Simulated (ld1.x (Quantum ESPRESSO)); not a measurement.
## u(r) = r·R(r): atom against pseudo-atom (potassium)

Columns: radius, all-electron u(r) and pseudo u(r) of the 3s shell (level -35.40 eV) of potassium in the configuration [Ne] 3s2 3p6 4s1 4p0; PW91, scalar-relativistic, ultrasoft scheme, ld1.x (Quantum ESPRESSO) 7.5.

```csv
r (bohr),all-electron,pseudo
0.118,-0.0634,0.1601
0.235,-0.4846,0.3132
0.353,-0.3815,0.4565
0.470,-0.0356,0.5829
0.588,0.3368,0.6905
0.705,0.6333,0.7746
0.822,0.8338,0.8347
0.940,0.9449,0.8704
1.058,0.9827,0.8818
1.175,0.9679,0.8709
1.292,0.9191,0.8408
1.410,0.8494,0.7943
1.528,0.7697,0.7356
1.645,0.6878,0.6696
1.763,0.6070,0.5990
1.880,0.5314,0.5289
1.998,0.4612,0.4609
2.115,0.3984,0.3985
2.232,0.3424,0.3424
2.350,0.2927,0.2927
2.468,0.2493,0.2493
2.585,0.2121,0.2121
2.702,0.1799,0.1799
2.820,0.1522,0.1522
2.938,0.1284,0.1284
3.055,0.1083,0.1083
```

Problem. How many radial nodes do the two functions have?

Solution. The all-electron 3s function has n − l − 1 = 2 (the table is too coarse to show those close to the nucleus); the pseudo-wave has 0, since the states of the same l below it are removed with the core.

Problem. At about which radius was the pseudo-wave matched?

Solution. 2.35 bohr. The columns agree to 0.0005 from 2.00 bohr on; several derivatives are matched, so the curves merge somewhat inside the radius.

Problem. Is the pseudo-wave norm-conserving?

Solution. No, it belongs to an ultrasoft set: the norm inside the radius is not constrained, and the difference is carried by the augmentation charge.
